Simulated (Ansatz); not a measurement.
The cluster Rb₂Cl⁺. Total charge 1; triplet. Geometry PBE-D4/def2-TZVP, that of the neutral doublet; atoms count from 1.

```xyz
3

Rb    0.231   -0.387    2.283
Rb   -0.899   -0.778   -2.000
Cl    0.669    1.166   -0.283
```

In the def2 sets Rb takes a core potential; there is no spin–orbit coupling. At PBE0-D4/def2-TZVP a singlet of charge 1 lies 5.11 eV below the triplet at the same geometry. The structure comes from a short search, and lower isomers may exist.

Estimate the Mulliken populations from the PBE0/def2-TZVP orbitals of Ansatz.


| atom | charge (e) | spin (α − β) |
| --- | --- | --- |
| Rb1 | 0.47 | 0.51 |
| Rb2 | 0.47 | 0.51 |
| Cl3 | 0.07 | 0.99 |
Mulliken values and Mayer orders depend strongly on the basis.

Where does the spin sit?

Summed by element: Rb 1.01, Cl 0.99, of 2 unpaired in all. Largest on single atoms: Cl3 0.99, Rb1 0.51, Rb2 0.51.

And the Mayer bond orders between bonded heavy atoms (over 0.3)?

Rb1–Rb2 0.52 (4.45 Å).
